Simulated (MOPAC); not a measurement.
Input file for MOPAC: PM3 on SiN-, 2S+1 = 1, a point of a bond scan (R = 1.587 Å). Charge -1.

```
PM3 1SCF PRECISE CHARGE=-1 THREADS=1
NSi

N      0.00000000 1     0.00000000 1     0.00000000 1
Si     0.00000000 1     0.00000000 1     1.58655400 1
```

It printed:

```
*******************************************************************************
 **                                                                           **
 **                              MOPAC v23.2.5                                **
 **                                                                           **
 *******************************************************************************
 ** MOPAC's Digital Object Identifier: https://doi.org/10.5281/zenodo.6511958 **
 **                                                                           **
 ** Please cite the open-source release paper for use of this MOPAC version:  **
 ** J. E. Moussa and J. J. P. Stewart (2026)                                  **
 ** MOPAC: An open-source semiempirical molecular orbital program             **
 ** J. Open Source Softw., 11(119), 8025, https://doi.org/10.21105/joss.08025 **
 *******************************************************************************

                              PM3 CALCULATION RESULTS

 *******************************************************************************
 *  PM3        - The PM3 Hamiltonian to be used
 *
 *
 *
 *                 CHARGE ON SYSTEM = -1
 *
 *
 *
 *  PRECISE    - TIGHTER CRITERIA TO BE USED
 *  1SCF       - DO 1 SCF AND THEN STOP
 *  THREADS=1  - MULTI-THREADING NOT USED
 *  T=         - A TIME OF 172800.0 SECONDS REQUESTED
 *  DUMP=N     - RESTART FILE WRITTEN EVERY 7200.0 SECONDS REQUESTED
 *******************************************************************************
PM3 1SCF PRECISE CHARGE=-1 THREADS=1
 NSi

   ATOM   CHEMICAL          X               Y               Z
  NUMBER   SYMBOL      (ANGSTROMS)     (ANGSTROMS)     (ANGSTROMS)

     1       N          0.00000000  *   0.00000000  *   0.00000000  *
     2      Si          0.00000000  *   0.00000000  *   1.58655400  *



          CARTESIAN COORDINATES

    NO.       ATOM           X           Y           Z

     1         N          0.0000      0.0000      0.0000
     2        Si          0.0000      0.0000      1.5866

  N: (PM3): J. J. P. STEWART, J. COMP. CHEM. 10, 209 (1989).
 Si: (PM3): J. J. P. STEWART, J. COMP. CHEM. 10, 209 (1989).

           Empirical Formula: N Si  =     2 atoms



      MOLECULAR POINT GROUP   :   C*v


      RHF CALCULATION, NO. OF DOUBLY OCCUPIED LEVELS = 5


 -------------------------------------------------------------------------------
 PM3 1SCF PRECISE CHARGE=-1 THREADS=1
 NSi



     1SCF WAS SPECIFIED, SO BFGS WAS NOT USED
     SCF FIELD WAS ACHIEVED


                              PM3 CALCULATION
                                                       MOPAC v23.2.5 Linux




          FINAL HEAT OF FORMATION =         27.13017 KCAL/MOL =     113.51263 KJ/MOL


          COSMO AREA              =         83.27 SQUARE ANGSTROMS
          COSMO VOLUME            =         69.93 CUBIC ANGSTROMS

          IONIZATION POTENTIAL    =          3.566259 EV
          HOMO LUMO ENERGIES (EV) =         -3.566  4.834
          NO. OF FILLED LEVELS    =          5
          MOLECULAR WEIGHT        =         42.0922         POINT GROUP:  C*v

          MOLECULAR DIMENSIONS (Angstroms)

            Atom       Atom       Distance
           Si     2    N     1     1.58655
           Si     2    N     1     0.00000
            N     1   Si     2     0.00000


          SCF CALCULATIONS        =          1





   ATOM   CHEMICAL          X               Y               Z
  NUMBER   SYMBOL      (ANGSTROMS)     (ANGSTROMS)     (ANGSTROMS)

     1       N          0.00000000  *   0.00000000  *   0.00000000  *
     2      Si          0.00000000  *   0.00000000  *   1.58655400  *

                             CARTESIAN COORDINATES

   1    N        0.000000000     0.000000000     0.000000000
   2   Si        0.000000000     0.000000000     1.586554000


           Empirical Formula: N Si  =     2 atoms



      MOLECULAR POINT GROUP   :   C*v


                  EIGENVALUES
 -17.13323  -6.33860  -4.38037  -4.38037  -3.56626   4.83397   4.83397   7.34779


              NET ATOMIC CHARGES AND DIPOLE CONTRIBUTIONS

  ATOM NO.   TYPE          CHARGE      No. of ELECS.   s-Pop       p-Pop
    1          N          -0.600486        5.6005     1.80803     3.79246
    2         Si          -0.399514        4.3995     1.76290     2.63662
 DIPOLE           X         Y         Z       TOTAL
 POINT-CHG.     0.000     0.000     2.040     2.040
 HYBRID        -0.000    -0.000    -2.312     2.312
 SUM           -0.000    -0.000    -0.272     0.272


          ATOMIC ORBITAL ELECTRON POPULATIONS

     Atom    s        px        py        pz
    1  N   1.80803   1.14984   1.14984   1.49278
    2 Si   1.76290   0.85016   0.85016   0.93629

 **********************
 *                    *
 * JOB ENDED NORMALLY *
 *                    *
 **********************




 == MOPAC DONE ==
```

The run finished.

Cost: around 0.020 core-seconds (rough).
